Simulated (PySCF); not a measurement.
## Ionisation energy of I⁴⁶⁺ by level of theory

I⁴⁶⁺ [He] 2s2 2p3 [2p1/2^2 2p3/2^1, M_J = 3/2] → I⁴⁷⁺ [He] 2s2 2p2 [2p1/2^2, M_J = 0], as a difference of total energies. Computed with PySCF 2.14 in an uncontracted even-tempered set (17 s from 25 bohr⁻², ratio 2.4; 12 p from 33 bohr⁻², ratio 2.4; 5 d from 110 bohr⁻², ratio 2.6; 4 f from 170 bohr⁻², ratio 2.6), with the two-component X2C-1e Hamiltonian. Correlated levels: nothing frozen; the 32 highest virtual spinors dropped. "Screened" scales the spin-orbit matrix elements by Boettger's factors to mimic the two-electron term; Breit and QED terms are absent.

```json
{"method": "GHF (spin-free)", "ionisation energy (eV)": "8180.9"}
{"method": "GMP2 (spin-free)", "ionisation energy (eV)": "8180.7"}
{"method": "GHF (screened spin-orbit)", "ionisation energy (eV)": "8050.2"}
{"method": "GMP2 (screened spin-orbit)", "ionisation energy (eV)": "8049.8"}
```

For this ion Breit and QED terms and the two-electron picture change, all absent here, outweigh the correlation shift from GHF to GMP2.

The spin-free rows relax to the high-spin LS determinant and lack the spin-orbit shift.

The labels give the starting determinants; with spin-orbit coupling the two ends relaxed to ⟨J²⟩ = 3.75, ⟨L²⟩ = 2.44, ⟨S²⟩ = 1.54 and ⟨J²⟩ = 0.00, ⟨L²⟩ = 1.33, ⟨S²⟩ = 1.33.

For comparison: 8044 ± 4 eV (theoretical estimate listed by NIST; NIST Atomic Spectra Database, ionization energies).
